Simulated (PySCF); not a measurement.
C₆ coefficients of unlike pairs at UHF

Calculated with PySCF 2.14 from the dipole response of each species, C₆(A,B) = (3/π) ∫ α_A(iu) α_B(iu) du, in atomic units, from isotropic polarisabilities. For ions this is the dispersion term alone; charge-induced terms of lower order in 1/R come first.

| species | configuration | basis | relativity | α (bohr³) | C₆ (like pair) |
| --- | --- | --- | --- | --- | --- |
| Cs | [Xe] 6s1 (2S) | aug-cc-pwCVTZ-X2C with one added diffuse shell each of s, p, d, f type (12s11p9d5f) | spin-free X2C | 661.9 | 14030 |
| Br⁺ | [Ar] 3d10 4s2 4p4 (3P) | aug-cc-pwCVDZ-PP with ECP10MDF (6s5p4d1f) | core potential | 12.28 | 76.80 |
| Ne⁺ | [He] 2s2 2p5 (2P) | aug-cc-pVDZ-DK (4s3p2d) | spin-free X2C | 1.145 | 2.005 |
| Ge³⁺ | [Ar] 3d10 4s1 (2S) | aug-cc-pVQZ-PP with ECP10MDF (7s6p5d3f2g) | core potential | 7.330 | 17.07 |

Task: Estimate C₆ for Ne⁺ with Cs.

Result: The integral gives 58.64. The combination rule 2 C_A C_B / (C_A α_B/α_A + C_B α_A/α_B) gives 47.54 and the geometric mean 167.7.

No spin-orbit coupling is included.

The other pairs:

```csv
pair,C₆
"Br⁺, Cs",556.3
"Ge³⁺, Br⁺",35.51
"Ge³⁺, Ne⁺",4.762
"Ge³⁺, Cs",308.2
"Ne⁺, Br⁺",10.87
```
